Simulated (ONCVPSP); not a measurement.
Potentials for beryllium (Be) compared

Generated with ld1.x 7.5 (TM, RRKJ, ultrasoft, PAW), atompaw 4.2 or ONCVPSP 4.0.1. The cutoff is in Ry: for ld1.x and atompaw files where the sum of valence levels is converged to 10 mRy in a Bessel basis, for ONCV files where the hardest occupied wave has 1 mHa per electron of residual kinetic energy. The error is the largest all-electron minus pseudo excitation energy over each file’s own four to seven test configurations (ionisations up to +4, promotions, holes and added fractions of an electron), all of which were solved. The labels leave out finer settings (local radius, basis sizes, second energies), which also bear on the numbers. Spin-polarised tests are not counted. The rows are a selection from randomly drawn settings: files with unsolved tests, undetermined cutoffs or missed reference levels are left out.

A true bound ghost makes a file unfit for plane-wave use even where its test errors are small: the radial tests pick states by their node count and pass the ghost by.

| potential | cutoff (Ry) | largest error (meV) | bound ghosts |
| --- | --- | --- | --- |
| ONCV, PBE, scalar-relativistic, rc 0.90/0.85/0.80 (spd), local smoothed, core correction no, reference 1s2 2s1, qcut 13.1/12.1/12.8, projectors 2/2/2 | 133 | +2.0 | none |
| ONCV, LDA (Perdew-Zunger), non-relativistic, rc 1.40/1.10/1.20 (spd), local smoothed, core correction yes, reference 2s1, qcut 5.4/8/7.8, projectors 2/2/2 | 14 | +4.8 | s |

Fill in the row for Be: ONCV, revPBE, scalar-relativistic, rc 1.14/4.84 (sp), local smoothed, core correction no, reference 1s2 2s1.5 2p0.5, qcut 12.3/3.8, projectors 2/1.

cutoff 111 Ry, largest error +134 meV, bound ghosts: none.

Fill in the row for Be: ONCV, LDA (Perdew-Wang 92), scalar-relativistic, rc 0.65/0.60 (sp), local smoothed, core correction no, reference 1s2 2s2, qcut 20.5/14, projectors 3/1.

cutoff 297 Ry, largest error +302 meV, bound ghosts: none.

Fill in the row for Be: ONCV, PBE, scalar-relativistic, rc 0.80/0.75 (sp), local smoothed, core correction no, reference 1s2 2s2, qcut 13.4/12.6, projectors 3/1.

cutoff 142 Ry, largest error +1407 meV, bound ghosts: none.
